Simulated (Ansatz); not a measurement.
(ClAlNH)4 cubane (Al4N4Cl4H4). Charge 0, multiplicity 1. Geometry PBE-D4/def2-SVP, basis def2-TZVP, Ansatz.

```xyz
16

Al    1.1712    0.2894   -1.1660
Cl    2.6460    0.6544   -2.6345
N    -0.7123    0.7012   -1.3453
Al   -0.7208    1.4496    0.4405
Cl   -1.6290    3.2749    0.9955
N     1.1622    1.0360    0.6207
Al    0.7131   -0.7020    1.3467
Cl    1.6109   -1.5860    3.0430
N     0.7203   -1.4480   -0.4400
Al   -1.1635   -1.0370   -0.6212
Cl   -2.6282   -2.3432   -1.4043
N    -1.1700   -0.2893    1.1647
H    -1.1478    1.1299   -2.1681
H     1.8728    1.6695    1.0001
H     1.1604   -2.3336   -0.7089
H    -1.8853   -0.4657    1.8771
```

```json
{"run": "A", "HOMO (eV)": "-8.56", "LUMO (eV)": "-1.27"}
{"run": "B", "HOMO (eV)": "-7.57", "LUMO (eV)": "-1.76"}
{"run": "C", "HOMO (eV)": "-7.19", "LUMO (eV)": "-2.06"}
{"run": "D", "HOMO (eV)": "-11.83", "LUMO (eV)": "1.76"}
{"run": "E", "HOMO (eV)": "-7.50", "LUMO (eV)": "-1.67"}
```

Problem. The runs used B97M-V, HF, PBE, PBE0, r2SCAN. Estimate which is which.

Solution. A PBE0 (25 % exact exchange); B B97M-V (0 % exact exchange); C PBE (0 % exact exchange); D HF (100 % exact exchange); E r2SCAN (0 % exact exchange). Exact exchange lowers occupied and raises empty levels; among semilocal functionals meta-GGAs tend to open the gap a little, and such runs are hard to tell apart. The gap grows from 5.13 eV (PBE) to 13.59 eV (HF).
